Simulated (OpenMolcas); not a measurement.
**SiHClF2: a line through the functionals**

The species is SiHClF2 (5 atoms), meant as a singlet with charge 0. As SMILES, `F[SiH](F)Cl`. Geometry: relaxed at PBE0-D4/def2-TZVP.

The vertical ionisation energy (to the doublet cation) y, in eV, basis 6-311+G(d,p); a is the functional's share of exact exchange. Programs: OpenMolcas 26.06.

```
functional     program     a  y (eV)
      BLYP  OpenMolcas     0   12.22
      TPSS  OpenMolcas     0   12.42
     B3LYP  OpenMolcas   0.2       ?
      PBE0  OpenMolcas  0.25   12.72
     BHLYP  OpenMolcas   0.5   12.82
```

Task: Fit y = c + s·a to the known rows and predict B3LYP.

Result: 
1. Means of the 4 rows: a = 0.1875, y = 12.545.
2. Σ(Δa)² = 0.17188, Σ(Δa·Δy) = 0.18125, so the slope is 0.18125/0.17188 = 1.0545.
3. Intercept: 12.545 − (1.0545) × 0.1875 = 12.347. The largest residual of the fit is 0.13.
4. B3LYP: 12.347 + (1.0545) × 0.2 = 12.56 eV.

The run gave 12.71 eV, so the prediction is off by -0.15 eV, about the largest residual. The rows mix families of semi-local functionals, which the line can't see.
